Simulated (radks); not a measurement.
Coulomb parameter of the 4d shell of neutral ruthenium in the model configuration [Kr] 4d7 5s1, as a second difference U = [E(n + 0.5) + E(n - 0.5) - 2 E(n)] / (0.5)^2 with all orbitals relaxed. "Bare": the charge of the atom changes with n. "Screened": the 5s shell takes up the change at fixed total charge, which measures U(4d,4d) + U(5s,5s) - 2 U(4d,5s). Calculated with a radial shooting solver on a logarithmic mesh with Libxc functionals: scalar-relativistic Kohn-Sham, PBE, spin-unpolarised, spherical densities, finite nucleus; Fermi nuclear charge, rms radius 4.4809 fm.

case,configuration,E - E(n) (eV)
start,[Kr] 4d7 5s1,0.000
bare +0.5,[Kr] 4d7.5 5s1,-1.546
bare -0.5,[Kr] 4d6.5 5s1,3.779
screened +0.5,[Kr] 4d7.5 5s0.5,-0.317
screened -0.5,[Kr] 4d6.5 5s1.5,0.660

U(bare) = 8.933 eV, U(screened by 5s) = 1.371 eV, against the Slater integral F0(4d,4d) = 14.731 eV with frozen orbitals. The step up makes a negative ion, whose loosely bound charge lowers the bare value.
